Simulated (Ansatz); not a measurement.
`B[NH][AlH][Cl]`. Total charge 0; spin multiplicity 1. The structure was optimised at the PBE0-D4/def2-TZVP level. It is one conformer, not always the lowest.

```xyz
8

B     0.009    0.148    1.177
N    -0.536    0.834    0.120
Al    0.266   -0.270   -1.070
Cl   -0.850   -1.873   -1.846
H     0.771   -0.772    0.787
H    -0.118    0.271    2.355
H    -1.190    1.591    0.207
H     1.648    0.071   -1.729
```

(1) What is the dipole moment at r2SCAN/def2-TZVPP? (Estimate.)

(2) And with PBE, B3LYP, ωB97M-V? (Estimate.)

(3) Give the Mulliken charges with r2SCAN, B3LYP, ωB97M-V in def2-TZVPP. (Estimate.)

Results:

(1) Ansatz gave: 2.42 D, with components (-0.27, 2.06, 1.25) D in this frame, pointing from negative to positive charge.

(2) Ansatz gave: PBE 2.34 D, B3LYP 2.38 D, ωB97M-V 2.40 D.

(3) The calculation gave: 
```json
{"atom": "B1", "r2SCAN": "0.07", "B3LYP": "0.04", "ωB97M-V": "-0.03"}
{"atom": "N2", "r2SCAN": "-0.26", "B3LYP": "-0.24", "ωB97M-V": "-0.23"}
{"atom": "Al3", "r2SCAN": "0.52", "B3LYP": "0.48", "ωB97M-V": "0.41"}
{"atom": "Cl4", "r2SCAN": "-0.28", "B3LYP": "-0.27", "ωB97M-V": "-0.25"}
{"atom": "H5", "r2SCAN": "-0.06", "B3LYP": "-0.05", "ωB97M-V": "0.00"}
{"atom": "H6", "r2SCAN": "0.02", "B3LYP": "0.05", "ωB97M-V": "0.10"}
{"atom": "H7", "r2SCAN": "0.14", "B3LYP": "0.14", "ωB97M-V": "0.10"}
{"atom": "H8", "r2SCAN": "-0.15", "B3LYP": "-0.14", "ωB97M-V": "-0.11"}
```

B3LYP here is the variant with VWN-RPA as its local correlation; programs differ in this.
